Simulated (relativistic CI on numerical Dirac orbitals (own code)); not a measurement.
# Sensitivity of the levels of P+ to α

Computed by Dirac-Coulomb-Breit CI, orbitals from a KLI potential per configuration, valence Slater integrals scaled by 0.85, P86 correlation energy added to each configuration, derivatives by finite differences, QED left out (own radial code, finite nucleus).

Configuration list (outside the closed core [Ne]): 3s2 3p2, 3s 3p3, 3s2 3p 4s, 3s2 3p 4p, 3s2 3p 5s, 3s2 3p 4d, 3s2 3p 3d, 3p4. Levels of other configurations are missing.

With x = (α/α₀)² − 1 an excitation energy changes as ω = ω₀ + qx; K = 2q/ω₀ is the relative enhancement. Terms are leading LS components, so labels can repeat.

Lowest level 3s2 3p2 3P_0.

```tsv
Level	ω₀ (cm⁻¹)	q (cm⁻¹)	K
3s2 3p2 3P_1	160.6	171.1	2.13
3s2 3p2 3P_2	454.8	461.7	2.03
3s2 3p2 1D_2	9860.2	326.6	0.0663
3s2 3p2 1S_0	18223.0	374.8	0.0411
3s 3p3 5S°_2	41445.9	1025	0.0495
3s 3p3 3D°_1	64954.1	872.4	0.0269
3s 3p3 3D°_2	64974.5	891.8	0.0275
3s 3p3 3D°_3	65009.4	933	0.0287
3s 3p3 3P°_2	76207.6	876.7	0.023
3s 3p3 3P°_1	76229.6	901.5	0.0237
3s 3p3 3P°_0	76239.9	909.7	0.0239
3s2 3p 3d 1D°_2	80987.7	540.3	0.0133
3s2 3p 4s 3P°_0	89968.7	-293.7	-0.00653
3s2 3p 4s 3P°_1	90121.8	-164.9	-0.00366
3s2 3p 4s 3P°_2	90511.1	251.1	0.00555
3s2 3p 3d 3F°_2	90671.3	78.41	0.00173
3s2 3p 3d 3F°_3	90833.8	237.7	0.00523
3s2 3p 3d 3F°_4	91058.7	466.3	0.0102
3s2 3p 4s 1P°_1	92513.4	119.8	0.00259
3s2 3p 3d 1P°_1	104050.1	534.5	0.0103
3s2 3p 4p 1P_1	105357.5	81.62	0.00155
3s2 3p 4p 3D_1	106416.7	-70.2	-0.00132
3s2 3p 4p 3D_2	106580.9	42.94	0.000806
```

For a near-neutral ion this model can misplace configurations by up to about 10,000 cm⁻¹ (more where the count of f electrons changes) and terms by 10 to 25 % of their spread. Rates follow the energies as ν³ (E1, M1) or ν⁵ (E2), so they and the lifetimes can be off by large factors. The fine structure of a lone outer electron comes out too small, for d and f at times inverted, and misplaced configurations move strength between like terms.
